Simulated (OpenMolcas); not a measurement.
**Se₂ at 2.176 Å: OpenMolcas input and output**

Input (each module block was a call of its own in one work directory; start orbitals came from a preliminary run):

```
&GATEWAY
Coord
2
angstrom
Se 0.0 0.0 0.0
Se 0.0 0.0 2.1760
Basis=ANO-RCC-VTZP
Group=XY
RX2C
AMFI
ANGMom
0.0 0.0 0.0
RICD
&SEWARD
&GUESSORB
&RASSCF
FileOrb=$CurrDir/o31.orb
Symmetry=1
Spin=3
nActEl=8 0 0
Inactive=18 12
RAS2=2 4
CIRoot=5 5 1
Linear
Iterations=120 100
OrbListing=Nothing
PRWF=0.15
>>COPY $Project.RasOrb $CurrDir/o31.orb
>>COPY $Project.rasscf.h5 $CurrDir/r31.h5
&CASPT2
XMultistate=all
Imaginary=0.2
IPEA=0.25
MaxIter=40
>>COPY $Project.JobMix JOB001
&RASSCF
FileOrb=$CurrDir/o11.orb
Symmetry=1
Spin=1
nActEl=8 0 0
Inactive=18 12
RAS2=2 4
CIRoot=6 6 1
Linear
Iterations=120 100
OrbListing=Nothing
PRWF=0.15
>>COPY $Project.RasOrb $CurrDir/o11.orb
>>COPY $Project.rasscf.h5 $CurrDir/r11.h5
&CASPT2
XMultistate=all
Imaginary=0.2
IPEA=0.25
MaxIter=40
>>COPY $Project.JobMix JOB002
```

```bash
pymolcas m.inp
```

RASSCF and CASPT2 output of these blocks, in excerpt:

```
++    Wave function specifications:
      Number of closed shell electrons          60
      Number of electrons in active shells       8
      Number of inactive orbitals               30
      Number of active orbitals                  6
      Number of secondary orbitals              50
      Spin quantum number                      1.0
      State symmetry                             1
++    Orbital specifications:
      Symmetry species                           1   2
                                                 a   b
      Frozen orbitals                            0   0
      Inactive orbitals                         18  12
      Active orbitals                            2   4
      RAS2 orbitals                              2   4
      Secondary orbitals                        26  24
      Number of basis functions                 46  40
      printout of CI-coefficients larger than  0.15 for root  1
      energy=   -4856.258763
      conf/sym  11 2222     Coeff  Weight
            22  02 22uu  -0.16809 0.02825
            42  02 uu22  -0.96670 0.93451
      printout of CI-coefficients larger than  0.15 for root  2
      energy=   -4856.169900
      conf/sym  11 2222     Coeff  Weight
            23  02 2u2u   0.19320 0.03733
            24  02 2uu2   0.67259 0.45238
            40  02 u22u  -0.67259 0.45238
            41  02 u2u2   0.19320 0.03733
      printout of CI-coefficients larger than  0.15 for root  3
      energy=   -4856.169900
      conf/sym  11 2222     Coeff  Weight
            23  02 2u2u   0.67259 0.45238
            24  02 2uu2  -0.19320 0.03733
            40  02 u22u   0.19320 0.03733
            41  02 u2u2   0.67259 0.45238
      printout of CI-coefficients larger than  0.15 for root  4
      energy=   -4856.165790
      conf/sym  11 2222     Coeff  Weight
            23  02 2u2u  -0.69876 0.48826
            41  02 u2u2   0.69876 0.48826
      printout of CI-coefficients larger than  0.15 for root  5
      energy=   -4856.102318
      conf/sym  11 2222     Coeff  Weight
            19  ud 22uu   0.18124 0.03285
            24  02 2uu2  -0.65077 0.42350
            39  ud uu22  -0.32276 0.10417
            40  02 u22u  -0.65077 0.42350
      Natural orbitals and occupation numbers for root  1
      sym 1:   0.048209   1.953999
      sym 2:   1.043239   1.043239   1.955657   1.955657
      Natural orbitals and occupation numbers for root  2
      sym 1:   0.036395   1.965833
      sym 2:   1.497565   1.497565   1.501321   1.501321
      Natural orbitals and occupation numbers for root  3
      sym 1:   0.036395   1.965833
      sym 2:   1.497565   1.497565   1.501321   1.501321
      Natural orbitals and occupation numbers for root  4
      sym 1:   0.036580   1.966001
      sym 2:   1.497453   1.497453   1.501257   1.501257
      Natural orbitals and occupation numbers for root  5
      sym 1:   0.155435   1.853848
      sym 2:   1.456691   1.456691   1.538668   1.538668
      RASSCF energy for state  5                  -4856.10231795
::    RASSCF root number  1 Total energy:  -4856.25876306
::    RASSCF root number  2 Total energy:  -4856.16989978
::    RASSCF root number  3 Total energy:  -4856.16989978
::    RASSCF root number  4 Total energy:  -4856.16579020
::    RASSCF root number  5 Total energy:  -4856.10231795
      Von Neumann Entropy (Root   1) =  1.20514
++    Wave function specifications:
      Number of closed shell electrons           4
      Number of electrons in active shells       8
      Number of inactive orbitals                2
      Number of active orbitals                  6
      Number of secondary orbitals              50
      Spin quantum number                      1.0
      State symmetry                             1
      Number of CSFs                            49
      Number of CASSCF root(s) available         5
      CASPT2 state passed to geometry opt.       5
      A file JOBMIX will be created
      This is a MULTI-STATE CASSCF reference
      Number of CI roots used                    5
      These are:                                 1   2   3   4   5
      Off-diagonal elements of Heff are computed
  FINAL CASPT2 RESULT:
      Reference energy:       -4856.2587630555
      E2 (Non-variational):      -0.2458305725
      Shift correction:          -0.0027125790
      E2 (Variational):          -0.2485431515
      Total energy:           -4856.5073062070
      Reference weight:           0.89541
  FINAL CASPT2 RESULT:
      Reference energy:       -4856.1698997833
      E2 (Non-variational):      -0.2372506025
      Shift correction:          -0.0022709165
      E2 (Variational):          -0.2395215190
      Total energy:           -4856.4094213022
      Reference weight:           0.90333
  FINAL CASPT2 RESULT:
      Reference energy:       -4856.1698997833
      E2 (Non-variational):      -0.2373298378
      Shift correction:          -0.0022740193
      E2 (Variational):          -0.2396038572
      Total energy:           -4856.4095036405
      Reference weight:           0.90326
  FINAL CASPT2 RESULT:
      Reference energy:       -4856.1657901994
      E2 (Non-variational):      -0.2372905233
      Shift correction:          -0.0022352559
      E2 (Variational):          -0.2395257792
      Total energy:           -4856.4053159786
      Reference weight:           0.90370
  FINAL CASPT2 RESULT:
      Reference energy:       -4856.1023179511
      E2 (Non-variational):      -0.2618851086
      Shift correction:          -0.0050555447
      E2 (Variational):          -0.2669406533
      Total energy:           -4856.3692586045
      Reference weight:           0.87491
       Total XMS-CASPT2 energies:
::    XMS-CASPT2 Root  1     Total energy:  -4856.50730621
::    XMS-CASPT2 Root  2     Total energy:  -4856.40950371
::    XMS-CASPT2 Root  3     Total energy:  -4856.40942123
::    XMS-CASPT2 Root  4     Total energy:  -4856.40531794
::    XMS-CASPT2 Root  5     Total energy:  -4856.36925665
++    Wave function specifications:
      Number of closed shell electrons          60
      Number of electrons in active shells       8
      Number of inactive orbitals               30
      Number of active orbitals                  6
      Number of secondary orbitals              50
      Spin quantum number                      0.0
      State symmetry                             1
      printout of CI-coefficients larger than  0.15 for root  1
      energy=   -4856.239955
      conf/sym  11 2222     Coeff  Weight
            34  02 22ud  -0.23774 0.05652
            50  02 ud22  -0.95353 0.90922
      printout of CI-coefficients larger than  0.15 for root  2
      energy=   -4856.239955
      conf/sym  11 2222     Coeff  Weight
            33  02 2220   0.16811 0.02826
            36  02 2202  -0.16811 0.02826
            38  02 2022  -0.67425 0.45461
            56  02 0222   0.67425 0.45461
      printout of CI-coefficients larger than  0.15 for root  3
      energy=   -4856.224188
      conf/sym  11 2222     Coeff  Weight
            33  02 2220   0.20591 0.04240
            36  02 2202   0.20591 0.04240
            38  02 2022  -0.66408 0.44100
            56  02 0222  -0.66408 0.44100
      printout of CI-coefficients larger than  0.15 for root  4
      energy=   -4856.174743
      conf/sym  11 2222     Coeff  Weight
            37  02 2ud2  -0.69791 0.48707
            48  02 u22d  -0.69791 0.48707
      printout of CI-coefficients larger than  0.15 for root  5
      energy=   -4856.054532
      conf/sym  11 2222     Coeff  Weight
            32  ud 2022  -0.18522 0.03430
            35  02 2u2d  -0.50780 0.25786
            37  02 2ud2  -0.40904 0.16732
            47  ud ud22   0.21118 0.04460
            48  02 u22d   0.40904 0.16732
            49  02 u2d2  -0.50780 0.25786
            55  ud 0222   0.18522 0.03430
      printout of CI-coefficients larger than  0.15 for root  6
      energy=   -4856.054532
      conf/sym  11 2222     Coeff  Weight
            35  02 2u2d  -0.40904 0.16732
            37  02 2ud2   0.50780 0.25786
            47  ud ud22  -0.26193 0.06861
            48  02 u22d  -0.50780 0.25786
            49  02 u2d2  -0.40904 0.16732
      Natural orbitals and occupation numbers for root  1
      sym 1:   0.045517   1.956549
      sym 2:   1.069472   1.069472   1.929496   1.929496
      Natural orbitals and occupation numbers for root  2
      sym 1:   0.045517   1.956549
      sym 2:   1.069472   1.069472   1.929496   1.929496
      Natural orbitals and occupation numbers for root  3
      sym 1:   0.045964   1.956129
      sym 2:   1.095998   1.095998   1.902955   1.902955
      Natural orbitals and occupation numbers for root  4
      sym 1:   0.042113   1.959959
      sym 2:   1.495922   1.495922   1.503042   1.503042
      Natural orbitals and occupation numbers for root  5
      sym 1:   0.155535   1.855813
      sym 2:   1.454275   1.454275   1.540051   1.540051
      Natural orbitals and occupation numbers for root  6
      sym 1:   0.155535   1.855813
      sym 2:   1.454275   1.454275   1.540051   1.540051
      RASSCF energy for state  6                  -4856.05453166
::    RASSCF root number  1 Total energy:  -4856.23995531
::    RASSCF root number  2 Total energy:  -4856.23995531
::    RASSCF root number  3 Total energy:  -4856.22418819
::    RASSCF root number  4 Total energy:  -4856.17474281
::    RASSCF root number  5 Total energy:  -4856.05453166
::    RASSCF root number  6 Total energy:  -4856.05453166
      Von Neumann Entropy (Root   1) =  1.22095
++    Wave function specifications:
      Number of closed shell electrons           4
      Number of electrons in active shells       8
      Number of inactive orbitals                2
      Number of active orbitals                  6
      Number of secondary orbitals              50
      Spin quantum number                      0.0
      State symmetry                             1
      Number of CSFs                            57
      Number of CASSCF root(s) available         6
      CASPT2 state passed to geometry opt.       6
      A file JOBMIX will be created
      This is a MULTI-STATE CASSCF reference
      Number of CI roots used                    6
      These are:                                 1   2   3   4   5   6
      Off-diagonal elements of Heff are computed
  FINAL CASPT2 RESULT:
      Reference energy:       -4856.2399553118
      E2 (Non-variational):      -0.2472029095
      Shift correction:          -0.0027209248
      E2 (Variational):          -0.2499238343
      Total energy:           -4856.4898791461
      Reference weight:           0.89471
  FINAL CASPT2 RESULT:
      Reference energy:       -4856.2399553118
      E2 (Non-variational):      -0.2471180636
      Shift correction:          -0.0027130071
      E2 (Variational):          -0.2498310706
      Total energy:           -4856.4897863824
      Reference weight:           0.89484
  FINAL CASPT2 RESULT:
      Reference energy:       -4856.2241881902
      E2 (Non-variational):      -0.2475034253
      Shift correction:          -0.0026858065
      E2 (Variational):          -0.2501892318
      Total energy:           -4856.4743774221
      Reference weight:           0.89501
  FINAL CASPT2 RESULT:
      Reference energy:       -4856.1747428063
      E2 (Non-variational):      -0.2408788527
      Shift correction:          -0.0025312826
      E2 (Variational):          -0.2434101352
      Total energy:           -4856.4181529416
      Reference weight:           0.89939
  FINAL CASPT2 RESULT:
      Reference energy:       -4856.0545316573
      E2 (Non-variational):      -0.2680786950
      Shift correction:          -0.0048356006
      E2 (Variational):          -0.2729142956
      Total energy:           -4856.3274459529
      Reference weight:           0.87419
  FINAL CASPT2 RESULT:
      Reference energy:       -4856.0545316573
      E2 (Non-variational):      -0.2680300168
      Shift correction:          -0.0048279576
      E2 (Variational):          -0.2728579744
      Total energy:           -4856.3273896316
      Reference weight:           0.87426
       Total XMS-CASPT2 energies:
::    XMS-CASPT2 Root  1     Total energy:  -4856.48990274
::    XMS-CASPT2 Root  2     Total energy:  -4856.48976279
::    XMS-CASPT2 Root  3     Total energy:  -4856.47437742
::    XMS-CASPT2 Root  4     Total energy:  -4856.41815294
::    XMS-CASPT2 Root  5     Total energy:  -4856.32774613
::    XMS-CASPT2 Root  6     Total energy:  -4856.32708946
```

g and u states are not told apart. Only roots inside an energy window near the equilibrium distance were included, so the list of states is not complete; labels number the states computed. Each spin and symmetry block has orbitals of its own, averaged over its own roots, so gaps between blocks are less sure than gaps within one and near the minimum can be off by tenths of an eV, in bad cases by more. No Rydberg orbitals are active, so Rydberg states, and σ→σ* states whose orbital the CASSCF left unused, can be missing between those listed. CASPT2 splits the two components of degenerate states numerically, here by up to 144 cm⁻¹. No roots were computed in block 5a (none fell in the window or the block failed), so states of that kind are missing and can lie low or lowest.
